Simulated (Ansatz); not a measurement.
Job for Ansatz (an electronic-structure program): R-PBE0/def2-TZVPPD on H3N2P (a complex), monomers drawn apart or pushed together. Files ending in .json are basis or fitting sets from the Basis Set Exchange.

Ansatz 0.2 input:
```yaml
crystal:
  periodic: [false, false, false]
  atoms:
    - {symbol: N, position_ang: [0.64685212, -0.21103397, -0.51132429]}
    - {symbol: N, position_ang: [-0.33486306, 0.26386645, -0.48760990]}
    - {symbol: P, position_ang: [-0.05916387, 0.15965515, 6.16490061]}
    - {symbol: H, position_ang: [1.03595915, 0.68447876, 5.43158365]}
    - {symbol: H, position_ang: [-0.06754912, -1.05898001, 5.43871018]}
    - {symbol: H, position_ang: [-1.02275779, 0.76603050, 5.31868245]}
basis:
  gaussian:
    orbitals: def2-TZVPPD.json
hamiltonian:
  xc: {name: PBE0}
scf: {lower_state_search: off}
```

Task: Give the final energy of this run.

Result: -452.4639 hartree.
